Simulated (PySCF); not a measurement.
# Working out the ionisation energy of Ge⁺

Ge⁺ [Ar] 3d10 4s2 4p1 (2P) → Ge²⁺ [Ar] 3d10 4s2 (1S). All numbers are calculated (PySCF 2.14, the spin-free X2C one-electron Hamiltonian (Gaussian nucleus), in ANO-RCC-VTZP (6s5p3d1f, 43 functions)). Frozen: [Ne]. Energies in hartree (1 hartree = 27.21139 eV):

| part | Ge⁺ (lower) | Ge²⁺ (upper) |
| --- | --- | --- |
| UHF | -2096.782830 | -2096.222310 |
| CCSD correlation | -0.584640 | -0.573102 |
| (T) | -0.006699 | -0.006234 |

Q: What does Hartree-Fock give?

A: (-2096.222310) − (-2096.782830) = 0.560520 hartree = 15.253 eV.

Q: What do CCSD and CCSD(T) give?

A: The CCSD correlation energies differ by 0.011538 hartree = 0.314 eV and the triples by 0.000465 hartree = 0.013 eV, so CCSD gives 15.567 eV and CCSD(T) 15.580 eV.

Measured between the centres of the two terms (NIST): 15.789 eV, so CCSD(T) (valence and next inner shell) is off by -0.209 eV.

What remains against the reference includes basis incompleteness, the frozen core and higher excitations.
